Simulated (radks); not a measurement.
Species: Co VIII. Configuration: [Ne] 3s2 3p5 3d2 4f1 (not the ground configuration). Calculated with a radial shooting solver on a logarithmic mesh with Libxc functionals: Dirac Kohn-Sham, PBEsol, spin-unpolarised, spherical densities, point nucleus; open shells fill j = l - 1/2 first. Some entries of the table are withheld. Estimate them.

| orbital | occ. | eigenvalue (eV) | r(max) (bohr) |
|---|---|---|---|
| 1s1/2 | 2 | -7757.519 | 0.03680 |
| 2s1/2 | 2 | -1071.955 | 0.2132 |
| 2p1/2 | 2 | -953.5606 | (1) |
| 2p3/2 | 4 | -938.7267 | (2) |
| 3s1/2 | 2 | -253.9509 | 0.6465 |
| 3p1/2 | 2 | -217.2968 | (3) |
| 3p3/2 | 3 | -214.9715 | (4) |
| 3d3/2 | 2 | (5) | 0.5779 |
| 3d5/2 | 0 | (6) | 0.5795 |
| 4s1/2 | 0 | -96.3516 | 1.550 |
| 4p1/2 | 0 | (7) | (8) |
| 4p3/2 | 0 | (9) | (10) |
| 4f5/2 | 1 | -51.8899 | 1.805 |
| 4f7/2 | 0 | -51.8812 | 1.805 |

Answer. 
(1) 2p1/2 r(max) (bohr): 0.1702
(2) 2p3/2 r(max) (bohr): 0.1728
(3) 3p1/2 r(max) (bohr): 0.6413
(4) 3p3/2 r(max) (bohr): 0.6474
(5) 3d3/2 eigenvalue (eV): -155.6548
(6) 3d5/2 eigenvalue (eV): -155.3028
(7) 4p1/2 eigenvalue (eV): -84.8459
(8) 4p1/2 r(max) (bohr): 1.637
(9) 4p3/2 eigenvalue (eV): -84.3137
(10) 4p3/2 r(max) (bohr): 1.649
